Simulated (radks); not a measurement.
Computed order of ionisation of rhodium. At each step one electron was removed from each of the four highest sub-shells of the ion before, moves of one valence electron (up to charge 6) and the configuration listed by NIST were tried, and the lowest configuration was kept. Calculated with a radial shooting solver on a logarithmic mesh with Libxc functionals: Dirac Kohn-Sham, PBE, spin-unpolarised, spherical densities, finite nucleus; Fermi nuclear charge, rms radius of each element as measured or else 0.836 A^(1/3) + 0.57 fm. Sub-shells are occupied by j as written (lower j first in brackets).

species        lowest configuration found                                NIST configuration  margin to the next tried (eV)  IE (eV)  NIST IE (eV)       kind
Rh                [Kr] 4d(3/2: 4, 5/2: 5)  [Kr] 4d(3/2: 4, 5/2: 4) 5s1 lies 0.742 eV higher                          0.742    8.196         7.459       exp.
Rh+               [Kr] 4d(3/2: 4, 5/2: 4)                                              same                          0.401   19.298        18.080  semi-emp.
Rh2+              [Kr] 4d(3/2: 4, 5/2: 3)                                              same                          0.445   32.251        31.060  semi-emp.
Rh3+              [Kr] 4d(3/2: 4, 5/2: 2)                                              same                          0.490   46.651            42     theory
Rh4+              [Kr] 4d(3/2: 4, 5/2: 1)                                              same                          0.537   62.262            63     theory
Rh5+              [Kr] 4d(3/2: 4, 5/2: 0)                                              same                          0.585   79.565            80     theory
Rh6+              [Kr] 4d(3/2: 3, 5/2: 0)                                              same                         24.627   97.286            97     theory
Rh7+              [Kr] 4d(3/2: 2, 5/2: 0)                                              same                         49.316   115.88           115     theory
Rh8+              [Kr] 4d(3/2: 1, 5/2: 0)                                              same                         50.326   135.29           135     theory
Rh9+                                 [Kr]                                              same                         51.301   207.70        207.51  semi-emp.
Rh10+    [Ar] 3d10 4s2 4p(1/2: 2, 3/2: 3)                                              same                          5.063   230.45           228     theory
Rh11+    [Ar] 3d10 4s2 4p(1/2: 2, 3/2: 2)                                              same                          5.280   253.68           252     theory
Rh12+    [Ar] 3d10 4s2 4p(1/2: 2, 3/2: 1)                                              same                          5.502   277.33           277     theory
Rh13+    [Ar] 3d10 4s2 4p(1/2: 2, 3/2: 0)                                              same                          5.730   307.32           306     theory

Reference values: NIST Atomic Spectra Database (exp. = measured, semi-emp. = semi-empirical, theory = theoretical value adopted there). Spin polarisation and multiplet splitting are left out, so open shells lie too high by an amount that depends on their filling.

Beside tabulated values, note that spin-unpolarised runs miss the spin-polarisation part of the exchange energy of open shells.
